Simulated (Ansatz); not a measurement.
C2H5AlFGa (`F/[C]([GaH2])=[CH]/[AlH2]`), relaxed with RKS PBE0-D4/def2-TZVP in the Gaussian-basis code of Ansatz from a GFN2-xTB geometry. The force threshold is 0.005 eV/Å; the program also tests the step.

Total charge 0; spin multiplicity 1.

Start:

```xyz
10

F    -1.356    0.900    1.656
C    -0.346    0.242    0.922
Ga   -1.081    0.680   -0.893
C     0.670   -0.420    1.483
Al    1.281   -0.812   -0.364
H    -0.500    0.109   -2.257
H    -2.346    1.602   -0.845
H     0.751   -0.473    2.566
H     0.829   -2.091   -1.122
H     2.098    0.264   -1.145
```

```json
{"step": "1", "energy (eV)": "-63831.9651", "largest force (eV/Å)": "1.325", "largest move (Å)": "0.000"}
{"step": "2", "energy (eV)": "-63832.1714", "largest force (eV/Å)": "0.980", "largest move (Å)": "0.139"}
{"step": "3", "energy (eV)": "-63832.4359", "largest force (eV/Å)": "1.065", "largest move (Å)": "0.192"}
{"step": "4", "energy (eV)": "-63832.6497", "largest force (eV/Å)": "1.036", "largest move (Å)": "0.196"}
{"step": "5", "energy (eV)": "-63832.7848", "largest force (eV/Å)": "0.616", "largest move (Å)": "0.190"}
{"step": "6", "energy (eV)": "-63832.8456", "largest force (eV/Å)": "0.533", "largest move (Å)": "0.190"}
{"step": "7", "energy (eV)": "-63832.8587", "largest force (eV/Å)": "0.186", "largest move (Å)": "0.080"}
{"step": "8", "energy (eV)": "-63832.8650", "largest force (eV/Å)": "0.065", "largest move (Å)": "0.050"}
{"step": "9", "energy (eV)": "-63832.8653", "largest force (eV/Å)": "0.057", "largest move (Å)": "0.021"}
{"step": "10", "energy (eV)": "-63832.8656", "largest force (eV/Å)": "0.003", "largest move (Å)": "0.008"}
```

End:

```xyz
10

F    -1.310    0.839    2.244
C    -0.679    0.434    1.120
Ga   -1.311    0.829   -0.658
C     0.449   -0.280    1.137
Al    1.214   -0.773   -0.627
H    -0.177    0.101   -1.599
H    -2.453    1.555   -1.414
H     0.864   -0.536    2.115
H     0.963   -2.253   -1.152
H     2.440    0.085   -1.166
```

It took 22 s on 4 threads of an Intel Xeon 6975P-C on a shared host, with 0.66 GiB of host memory at the peak.
